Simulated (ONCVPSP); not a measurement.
# Configuration tests for Si (Z = 14) (ONCV)

ONCVPSP 4.0.1 input, shortened (lines: element, Z, core and valence counts, functional; n l f; lmax; l rc ep ncon nbas qcut; lloc lpopt rc5 dvloc0; l nproj debl; icmod fcfact rcfact), PBE, scalar-relativistic:

```
  Si 14.00    3    2        4      upf
    1    0    2.00
    2    0    2.00
    2    1    6.00
    3    0    2.00
    3    1    2.00
    1
    0    1.95    0.00    3    8    4.10
    1    1.50    0.00    4    8    4.40
    4    1    1.40    4.00
    0    2    0.80
    1    1    2.70
    3    5.75    1.05
```

Energies are relative to the spin-unpolarised reference configuration 3s2 3p2; without spin polarisation the order of configurations can differ from experiment.

```
valence configuration  charge  ΔE all-electron (eV)  error AE − PS (meV)
              3s2 3p1      +1                 7.740                 -0.4
              3s1 3p3       0                 6.814                 -0.5
```

Question: What are ΔE and the potential's error for 3s2 3p0?

Answer: ΔE = 23.733 eV all-electron; the error (AE − PS) is -0.2 meV.

Question: What are ΔE and the potential's error for 3s1 3p0?

Answer: ΔE = 57.704 eV all-electron; the error (AE − PS) is +75 meV.

Levels in the configuration 3s2 3p0:

```tsv
level	all-electron (eV)	pseudo (eV)
3s	-28.536	-28.518
```
